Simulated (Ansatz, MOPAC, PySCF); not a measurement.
Noncovalent pair: C2H4 (SMILES C=C) (first 6 atoms) with CH4O (SMILES CO); geometry from B3LYP-D3(BJ)/def2-TZVP, rigid monomers moved along the line of their centres of mass till C2···H12 is 3.39 Å.
(charge 0, multiplicity 1):
| atom | x (Å) | y (Å) | z (Å) |
|---|---|---|---|
| C | 0.5947 | -0.2668 | -0.0486 |
| C | -0.6463 | 0.2019 | -0.0443 |
| H | 0.8193 | -1.2824 | -0.3511 |
| H | 1.4361 | 0.3478 | 0.2483 |
| H | -0.8696 | 1.2185 | 0.2562 |
| H | -1.4879 | -0.4110 | -0.3431 |
| C | 0.1377 | 0.3503 | 4.7154 |
| O | -0.3273 | -0.8603 | 4.1444 |
| H | 1.1744 | 0.5705 | 4.4340 |
| H | 0.0961 | 0.2330 | 5.7979 |
| H | -0.4885 | 1.2070 | 4.4390 |
| H | -0.2953 | -0.7715 | 3.1836 |

Monomers are frozen at their geometry in the pair; levels with a basis set take the counterpoise correction. Rows marked so take none.

Cores are frozen in the correlated methods. Rows in 3-21G carry no dispersion term and start afresh at each structure. The state reached by PM7 isn't checked; PM7 holds dispersion and hydrogen-bond terms.

The values were computed with Ansatz (Gaussian basis) for Hartree–Fock, density functionals and correlated methods; MOPAC for PM7 (differences of heats of formation); PySCF for 3-21G rows. Each number belongs to the level named beside it.

Task: What is the computed interaction energy (PM7)?

Result: -0.9 kcal/mol

Ansatz is a quantum-chemistry and plane-wave program.
